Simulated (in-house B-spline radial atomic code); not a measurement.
Settings and results of a run for Zr4+ (an excited or competing configuration). Computed with a radial B-spline atomic code at the basis-set limit: Dirac-Hartree-Fock, average of the jj configuration, Fermi nucleus of rms radius 4.2694 fm.

In the input, a minus or plus after the letter marks the j = l - 1/2 or j = l + 1/2 subshell.

Command:
```bash
python run_scf.py task.json out
```
Settings (nuclear radius in fm, mass in u):
```
Z                40
configuration    1s2 2s2 2p6 3s2 3p6 3d10 4s1 4p6 4d-1
hamiltonian      dirac
method           hf
spin_polarised   False
nucleus          fermi
rms_radius       4.2694
atomic_mass      89.9047
speed_of_light   137.035999084
```

Output (hartree, bohr):
```
 radial grid: 68 intervals, B-splines of order 8, outer radius 22.1277 bohr

 iter        energy (Eh)    residual
    1       -3588.413101    5.19e-01
    2       -3591.681026    1.77e-01
    3       -3592.166065    3.98e-02
    4       -3592.203368    1.04e-02
    5       -3592.206664    6.12e-03
    6       -3592.207220    3.82e-04
    7       -3592.207225    4.22e-05
    8       -3592.207225    5.16e-06
    9       -3592.207225    6.67e-07
   10       -3592.207225    4.41e-08

 total energy                     -3592.20722
 kinetic                            3713.2314
 electron-nucleus                  -8610.9925
 electron-electron                  1305.5538

 first-order corrections (not in the total)
   Gaunt                             2.2744
   retardation                      -0.2234
   frequency dependence             -0.0130
   self-energy                       1.5241
   Uehling                          -0.1685
   Wichmann-Kroll                    0.0023
   recoil                            0.0156

 orbital      occ     eigenvalue          <r>       <r^2>       <1/r>       r_max    small
 1s1/2      2.000      -667.3108     0.037054  0.00185166     41.2599     0.02414  2.12e-02
 2s1/2      2.000       -96.6076     0.161917   0.0309765     9.36744      0.1368  4.33e-03
 2p1/2      2.000       -88.2778     0.138729   0.0236257     9.30688      0.1071  4.30e-03
 2p3/2      4.000       -85.0950     0.143047   0.0249929     8.90973      0.1107  4.18e-03
 3s1/2      2.000       -18.4262     0.455666    0.237973     3.17401      0.4072  1.13e-03
 3p1/2      2.000       -15.2810     0.452256    0.238131     3.06772      0.3959  1.07e-03
 3p3/2      4.000       -14.7516     0.462047    0.248326     2.97535      0.4047  1.04e-03
 3d3/2      4.000        -9.2061     0.447868    0.241709     2.76027      0.3469  9.18e-04
 3d5/2      6.000        -9.0997     0.451532    0.245495     2.73438      0.3497  9.08e-04
 4s1/2      1.000        -4.1544      1.18606     1.58476     1.13266       1.067  2.38e-04
 4p1/2      2.000        -3.0956      1.29798     1.91204     1.01986       1.144  1.99e-04
 4p3/2      4.000        -2.9795       1.3199     1.97609    0.998682       1.165  1.93e-04
 4d3/2      1.000        -1.7740      1.67699     3.24151    0.769185       1.423  1.24e-04
```

Time taken, with all properties: 0.99 s on 1 thread of Arm Neoverse V2, with other jobs on the host.

For the Dirac Hamiltonian the kinetic term is c α·p + (β - 1)c².
